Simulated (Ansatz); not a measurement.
As₃P⁺, that is PAsAsAs tetrahedron with one electron fewer. The state is a doublet with charge 1. Geometry r2SCAN-D4/def2-SVP, that of the neutral singlet; atoms count from 1.

| atom | x (Å) | y (Å) | z (Å) |
| --- | --- | --- | --- |
| P1 | -0.414 | 0.668 | -1.160 |
| As2 | 1.426 | -0.366 | -0.155 |
| As3 | -0.832 | -1.214 | 0.163 |
| As4 | -0.180 | 0.911 | 1.153 |

**Question.** Estimate the Mulliken populations from the PBE0/def2-TZVP orbitals of Ansatz.

**Answer.** 
```
atom  charge (e)  spin (α − β)
  P1        0.10          0.19
 As2        0.29          0.22
 As3        0.30          0.29
 As4        0.30          0.29
```
Mulliken values and Mayer orders depend strongly on the basis.

**Question.** Where does the spin sit?

**Answer.** Summed by element: P 0.19, As 0.81, of 1 unpaired in all. Largest on single atoms: As3 0.29, As4 0.29, As2 0.22.

**Question.** And the Mayer bond orders between bonded heavy atoms (over 0.3)?

**Answer.** P1–As2 0.86 (2.34 Å); P1–As3 1.08 (2.34 Å); P1–As4 1.08 (2.34 Å); As2–As3 1.03 (2.43 Å); As2–As4 1.03 (2.43 Å); As3–As4 0.77 (2.43 Å).
